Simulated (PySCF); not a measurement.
# Simulated absorption spectrum

C7H8N2.
Geometry (GFN2-xTB, Å), atoms numbered from 1 in this order:
```xyz
17
C7H8N2 angstrom
C      2.8296    1.1162   -0.2554
C      1.9646    0.1719   -0.5697
C      1.3224   -0.7486    0.4277
C     -0.1539   -0.4895    0.4374
N     -0.6434    0.2088    1.4534
C     -1.9400    0.4654    1.4451
C     -2.7730    0.0313    0.4243
C     -2.1599   -0.6934   -0.5882
N     -0.8646   -0.9520   -0.5844
H      3.2625    1.7620   -1.0008
H      3.1475    1.2791    0.7613
H      1.6460    0.0240   -1.5927
H      1.4936   -1.7836    0.1250
H      1.7224   -0.5719    1.4252
H     -2.3139    1.0358    2.2869
H     -3.8298    0.2419    0.4187
H     -2.7172   -1.0854   -1.4305
```

Computed with TDDFT CAM-B3LYP/def2-SVPD, vertical, gas phase, core orbitals frozen in the response in PySCF.

Each state is given a Gaussian of 0.25 eV full width at half maximum, with ε(max) = 2.175×10⁸ f / Δν̃ (Δν̃ the width in cm⁻¹). The cross-section is σ = 3.8235×10⁻²¹ ε cm², given in Mb (10⁻¹⁸ cm²). The width is an assumption, not a result. The curve ends short of the highest state used, and states not computed would add to its high-energy end.

| E (eV) | σ (Mb) |
| --- | --- |
| 4.12 | 0.00 |
| 4.19 | 0.03 |
| 4.26 | 0.17 |
| 4.34 | 0.66 |
| 4.41 | 1.37 |
| 4.48 | 1.86 |
| 4.55 | 1.63 |
| 4.62 | 0.93 |
| 4.70 | 0.29 |
| 4.77 | 0.07 |
| 4.84 | 0.02 |
| 4.91 | 0.02 |
| 4.98 | 0.01 |
| 5.06 | 0.01 |
| 5.13 | 0.00 |
| 5.20 | 0.00 |
| 5.27 | 0.00 |
| 5.35 | 0.01 |
| 5.42 | 0.13 |
| 5.49 | 0.81 |
| 5.56 | 3.32 |
| 5.63 | 8.84 |
| 5.71 | 16.02 |
| 5.78 | 17.40 |
| 5.85 | 14.06 |
| 5.92 | 13.10 |
| 5.99 | 20.61 |
| 6.07 | 34.92 |
| 6.14 | 38.56 |
| 6.21 | 28.27 |

(1) Where are the band maxima, and which computed states make them?

(2) On this curve, what absorbance would a 10⁻⁵ mol/L sample give at 254 nm over a 1 cm path?

(3) Coming from long wavelengths, where does ε first pass 100 L mol⁻¹ cm⁻¹?

Answers

(1) 276 nm (4.49 eV), ε about 490, made up of S1 (100%); 215 nm (5.76 eV), ε about 4600, made up of S3 (97%); 202 nm (6.12 eV), ε about 10000, made up of S5 (98%) (ε in L mol⁻¹ cm⁻¹; maxima over ε = 5, shares over 10%). The states used: S1 4.49 eV (f 0.0046); S2 4.91 eV (f 0.0000); S3 5.75 eV (f 0.042); S4 5.96 eV (f 0.0060); S5 6.13 eV (f 0.093); S6 6.59 eV (f 0.172); S7 6.65 eV (f 0.0091); S8 6.81 eV (f 0.0057).

(2) 254 nm is 4.881 eV, where ε is about 4.8 L mol⁻¹ cm⁻¹, so A = ε c l ≈ 4.8e-05 (Beer–Lambert, with the gas-phase spectrum and the assumed width).

(3) At about 288 nm (4.31 eV), 0.19 eV below S1.

Rough CPU time on one thread of a shared machine: about 2.7 min (grids of density and orbitals included).

One conformer stands for the species.
